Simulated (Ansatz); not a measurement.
`ClB1CC1Cl` and `[SiH3]C1CB1Cl` differ in one atom or group.

Ansatz, PBE0-D4/def2-TZVP geometries, multiplicity 1. 

| property | `ClB1CC1Cl` |
| --- | --- |
| LUMO energy (ωB97M-V/def2-TZVPP) / eV | 0.29 |
| HOMO–LUMO gap (PBE/def2-TZVPP) / eV | 3.24 |
| size of the dipole moment (PBE/def2-TZVPP) / D | 1.72 |
| LUMO energy (PBE/def2-TZVPP) / eV | -2.79 |
| LUMO energy (PBE0/def2-TZVPP) / eV | -1.82 |
| size of the dipole moment (B3LYP/def2-TZVPP) / D | 1.80 |

(1) Give the same properties after the change, and the shifts. (An estimate is asked.)

## Answers

(1) The calculation gave: 
```csv
property,`[SiH3]C1CB1Cl`,shift
LUMO energy (ωB97M-V/def2-TZVPP) / eV,0.77,0.48
HOMO–LUMO gap (PBE/def2-TZVPP) / eV,3.87,0.63
size of the dipole moment (PBE/def2-TZVPP) / D,0.90,-0.82
LUMO energy (PBE/def2-TZVPP) / eV,-2.25,0.54
LUMO energy (PBE0/def2-TZVPP) / eV,-1.27,0.55
size of the dipole moment (B3LYP/def2-TZVPP) / D,0.90,-0.90
```

With PBE0 the HOMO falls by 0.05 eV and the LUMO rises by 0.55 eV, so the gap widens by about 0.60 eV. PBE moves the HOMO by -0.09 eV and ωB97M-V by -0.05 eV. Dipoles are sizes alone; their direction can turn.

B3LYP here is the variant with VWN-RPA as its local correlation; programs differ in this.
